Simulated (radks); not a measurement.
Values are calculated unless marked as measured or tabulated.
Valence configurations of the promethium ion Pm2+ (all share [Xe]). Code: a radial shooting solver on a logarithmic mesh with Libxc functionals. Model: non-relativistic Kohn-Sham, PBE, spin-polarised, spherical densities, point nucleus; open shells are filled with parallel spins first (spin-orbit coupling, left out, can overturn this in heavy ions); relativity is left out, which matters for an element this heavy. Energies are relative to 4f5; eigenvalues in eV for spin up.

\begin{tabular}{lrrrrrr}
valence & E (eV) & moment (Bohr magnetons) & e(4f) & e(5d) & e(6p) & e(6s) \\ \hline
4f5 & 0.000 & 5 & -19.222 & - & - & - \\
4f4.5 6p0.5 & 5.599 & 5 & -24.212 & - & -11.084 & - \\
4f4 5d1 & 7.158 & 5 & -25.541 & -16.049 & - & - \\
4f4 6s1 & 9.609 & 5 & -28.600 & - & - & -15.335 \\
4f4 6p1 & 13.179 & 5 & -29.503 & - & -12.254 & - \\
4f3 5d2 & 19.219 & 5 & -32.516 & -17.779 & - & - \\
4f3 5d1 6s1 & 22.766 & 5 & -35.780 & -19.912 & - & -16.031 \\
4f3 6p2 & 34.962 & 5 & -40.802 & - & -14.274 & - \\
\end{tabular}

NIST lists [Xe] 4f5 as the ground configuration; this level of theory agrees among the configurations tried. The energies are those of spherical high-spin densities, not of single terms. Relativity is left out, which favours d and f over s occupation in heavy atoms.
